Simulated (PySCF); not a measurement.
C6H10Si.
Numbering: `[CH2:1]=[CH:2][SiH:3]([CH:4]=[CH2:5])[CH:6]=[CH2:7]` (hydrogens: H8, H9 on C1; H10 on C2; H11 on Si3; H12 on C4; H13, H14 on C5; H15 on C6; H16, H17 on C7)

Geometry (GFN2-xTB, Å), atoms numbered from 1 in this order:
```
atom  x, y, z in Å
C1    -0.8664   -2.2292    0.8050
C2    -0.0386   -1.7877   -0.1290
Si3    0.0182   -0.0056   -0.7512
C4     1.5589    0.8714   -0.1015
C5     2.3783    0.3906    0.8198
C6    -1.5187    0.9078   -0.1433
C7    -1.5195    1.8479    0.7885
H8    -0.8752   -3.2550    1.1437
H9    -1.5827   -1.5742    1.2758
H10    0.6605   -2.4887   -0.5704
H11    0.0404   -0.0059   -2.2266
H12    1.7706    1.8517   -0.5131
H13    2.2194   -0.5777    1.2673
H14    3.2427    0.9336    1.1730
H15   -2.4666    0.6215   -0.5844
H16   -2.4215    2.3395    1.1227
H17   -0.6068    2.1721    1.2632
```

The closed-shell SCF was solved with PySCF and density fitting under several settings on one GFN2-xTB geometry (grid level 2 and gas phase unless stated).

```tsv
settings	basis functions	SCF cycles	E (Eh)	HOMO (eV)	LUMO (eV)	dipole (D)
PBE0/pcSseg-1	176	12	-523.6264	-7.81	-0.29	0.72
PBE0/def2-SVPD	224	13	-523.4159	-7.82	-0.36	0.65
PBE0/3-21G, grid level 3	87	12	-520.8554	-7.60	0.25	0.76
OLYP/pcSseg-1	176	15	-523.9371	-6.49	-1.05	0.62
LC-wPBE/cc-pVDZ, start guess huckel	152	10	-523.8186	-10.41	2.29	0.63
```

Q: Estimate the rows for these settings: (1) X3LYP/6-31++G**, IEF-PCM chloroform, energy threshold 1e-08 Eh, damping 0.1 at the start, DIIS from the seventh cycle; (2) OPBE/6-311+G(2d,p), IEF-PCM acetone, energy threshold 1e-07 Eh, fitting basis def2-qzvpp-jkfit.

A: 
```csv
settings,basis functions,SCF cycles,E (Eh),HOMO (eV),LUMO (eV),dipole (D)
"X3LYP/6-31++G**, IEF-PCM chloroform, energy threshold 1e-08 Eh, damping 0.1 at the start, DIIS from the seventh cycle",190,14,-523.9434,-7.52,-0.43,0.76
"OPBE/6-311+G(2d,p), IEF-PCM acetone, energy threshold 1e-07 Eh, fitting basis def2-qzvpp-jkfit",257,8,-524.0073,-6.64,-1.26,0.85
```

Q: Over all rows, what range does the HOMO–LUMO gap span?

A: From 5.38 eV (OPBE/6-311+G(2d,p), IEF-PCM acetone, energy threshold 1e-07 Eh, fitting basis def2-qzvpp-jkfit) to 12.70 eV (LC-wPBE/cc-pVDZ, start guess huckel). The functional of the narrowest has no exact exchange, that of the widest range-separated exact exchange.

Q: And the dipole moment?

A: From 0.62 D (OLYP/pcSseg-1) to 0.85 D (OPBE/6-311+G(2d,p), IEF-PCM acetone, energy threshold 1e-07 Eh, fitting basis def2-qzvpp-jkfit); the largest is 1.37 times the smallest, and the median is 0.72 D.

Q: Compare two rows with the functional PBE0: PBE0/3-21G, grid level 3 and PBE0/def2-SVPD. Which energy is lower, and by how much?

A: PBE0/def2-SVPD (224 functions) lies 2.5605 Eh or 1607 kcal/mol below PBE0/3-21G, grid level 3 (87 functions).

Cycle counts include a coarse-grid stage where the run had one. All basis functions are spherical, in the Pople sets too. The species at its GFN2-xTB geometry (one conformer only).
